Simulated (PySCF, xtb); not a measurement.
Sn(OH)3 (H₃O₃Sn), SMILES [OH][Sn+]([OH])[OH], charge +1.

GFN2-xTB in xtb at its own geometry gives an orbital gap of 4.59 eV.

Geometry: PBE0-D3(BJ)/def2-SVP. The multiplicity is an assumed one; other spin states were not compared. The isomer is the one that the SMILES or the coordinates give; other isomers of the formula were not compared. The def2 effective core potentials stand for the cores of Sn; spin–orbit coupling is left out. One conformer was computed; it need not be the lowest.

**Question.** What does CAM-B3LYP/def2-TZVP run with PySCF give? (The exact figures need the calculation; the answer reports its results.)

**Answer.** gap 8.78 eV (levels -16.88 and -8.10 eV).
